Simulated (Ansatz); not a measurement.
Abridged output of a molecular run in Ansatz:

```
Functional definition: HF
1263 factors; integrals over basis functions are off by at most 1.5e-3 eV
mean field evaluation 1: about -16675.6554 eV, gradient 3.9e1 eV
mean field evaluation 2: about -16675.8376 eV, gradient 4.0e1 eV
mean field evaluation 4: about -16679.8363 eV, gradient 4.0e0 eV
mean field evaluation 8: about -16679.9238 eV, gradient 2.3e-1 eV
mean field evaluation 16: about -16679.9242 eV, gradient 1.9e-6 eV
mean field -16679.92422607 eV, -612.9759092494 hartree, gradient 1.9e-6 eV, S^2 0.000000; 0 other end points of the search recorded, 0 dependent functions left out
12 core orbitals not correlated: weight in the atoms' cores, before any rotation towards them, 1.000 or more for the frozen orbitals, at most 0.000 for the correlated occupied ones
reference -16679.92422607 eV, -612.9759092494 hartree; 10, 10 occupied and 194, 194 virtual orbitals, 1263 factors
second order -13.68590105 eV of doubles, -0.00000000 eV of singles
cycle   1  -14.36151404 eV  change   -6.8e-1 eV  update   9.6e-2
cycle   2  -14.80985527 eV  change   -4.5e-1 eV  update   3.0e-2
cycle   3  -14.89333015 eV  change   -8.3e-2 eV  update   1.5e-2
cycle   4  -14.88376713 eV  change    9.6e-3 eV  update   4.3e-3
cycle   5  -14.88386763 eV  change   -1.0e-4 eV  update   1.9e-3
cycle   6  -14.88361235 eV  change    2.6e-4 eV  update   5.7e-4
cycle   7  -14.88339795 eV  change    2.1e-4 eV  update   1.8e-4
cycle   8  -14.88347490 eV  change   -7.7e-5 eV  update   7.7e-5
cycle   9  -14.88348850 eV  change   -1.4e-5 eV  update   2.4e-5
perturbative correction -0.64321336 eV, -0.0236376550 hartree
Total energy: -16695.45092793 eV, -613.5465050185 hartree
```

Its atoms:

```xyz
9

B    -0.1200    0.9744   -0.6029
N    -1.0833   -0.0393   -0.7906
Al   -0.5401   -1.3742    0.3326
Si    1.2054    0.2217    0.7742
H    -0.1640    2.0242   -1.1822
H    -1.8523    0.0918   -1.4340
H    -1.3190   -2.7496    0.5025
H     1.2811    0.9010    2.0978
H     2.5923   -0.0499    0.3026
```

Question: Which basis set was used?
A. cc-pV(Q+d)Z
B. def2-SVP
C. def2-QZVPP
D. def2-TZVPP

Answer: D. It gives 216 functions.

Question: Write the keys of the input that set method, charge and spin (a neutral closed shell needs none for the last two).

Answer: 
```yaml
correlation: {method: ccsd_t}
```
